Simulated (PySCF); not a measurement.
**Excitation energy of Cl⁺ by level of theory**

Cl⁺ [Ne] 3s2 3p4 (3P) → Cl⁺ [Ne] 3s2 3p3 4s1 (5S), as a difference of total energies. Computed with PySCF 2.14 in aug-cc-pwCVTZ (8s7p5d3f, 75 functions), with no relativity, point nucleus. Correlated levels: valence: [Ne] frozen. The calculations carry no spin-orbit coupling.

```
           method  excitation energy (eV)  error (eV)
              UHF                  12.670      -0.663
    MP2 (valence)                  13.055      -0.278
SCS-MP2 (valence)                  13.284      -0.049
   CCSD (valence)                  13.178      -0.155
CCSD(T) (valence)                  13.175      -0.158
```

Reference: 13.333 eV (measured; NIST levels, between the centres of gravity of the two terms).

Errors of the correlated levels include the incompleteness of this basis and the frozen core.
